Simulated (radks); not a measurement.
The numbers below are computed, except where a source is named.
Orbital eigenvalues (eV) of the calcium ion Ca+, [Ar] 4s1, of relativity; Dirac values are averaged over j with weights 2j + 1. Spin-unpolarised spherical Kohn-Sham, PBE, point nucleus unless stated (finite: rms radius 3.4776 fm), a radial shooting solver on a logarithmic mesh with Libxc functionals. A level marked "c x" has the speed of light scaled by that factor.

shell  non-rel.
1s      -3935.0
2s      -417.65
2p      -341.44
3s      -53.562
3p      -34.908
4s      -8.9313

Give the values at the level "Dirac, c x 1.25".

Answer. 
shell  Dirac, c x 1.25  change of magnitude (%)
1s             -3948.3                    +0.34
2s             -419.97                    +0.56
2p             -341.59                    +0.04
3s             -53.833                    +0.51
3p             -34.889                    -0.05
4s             -8.9529                    +0.24
